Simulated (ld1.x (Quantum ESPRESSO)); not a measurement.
Pseudopotential generation for I (Z = 53): TM, LDA (PZ), scalar-relativistic.

iodine (I), norm-conserving Troullier–Martins (Kleinman–Bylander form), made with ld1.x (Quantum ESPRESSO) 7.5 (LDA (PZ), scalar-relativistic). Core [Kr] 4d10, reference 5s2 5p5. Waves: 5s (bound): rc 1.35 bohr; 5p (bound): rc 1.85 bohr. Local part: all-electron potential smoothed inside 1.20 bohr (lloc = -2). Core correction: a·sin(br)/r model core inside 1.00 bohr.

Poles of the logarithmic derivatives, all-electron (AE) and pseudo (PS). s: poles at 1.8 (AE) and 2.0 (PS) Ry. p: poles at 3.8 (AE) and 1.4 (PS) Ry. Test radius 2.01 bohr.

- Cutoffs needed: 70 Ry and 180 Ry (the cutoffs (Ry, on a coarse ladder) from which the occupation-weighted sum of valence levels, in a spherical-Bessel basis at the reference potential, stays within 10 and 1 mRy of its value at 400 Ry)
- Ghost test: ghost states, extra bound levels that the all-electron valence spectrum of the same l lacks: s at -48.4 eV, d at -14.2 eV; a true bound ghost makes a file unfit for plane-wave use (spherical-Bessel basis up to 400 Ry, 20 bohr box)
- Largest excitation error: -112 meV (all-electron minus pseudo) for 5s2 5p1, out of 7 test configurations
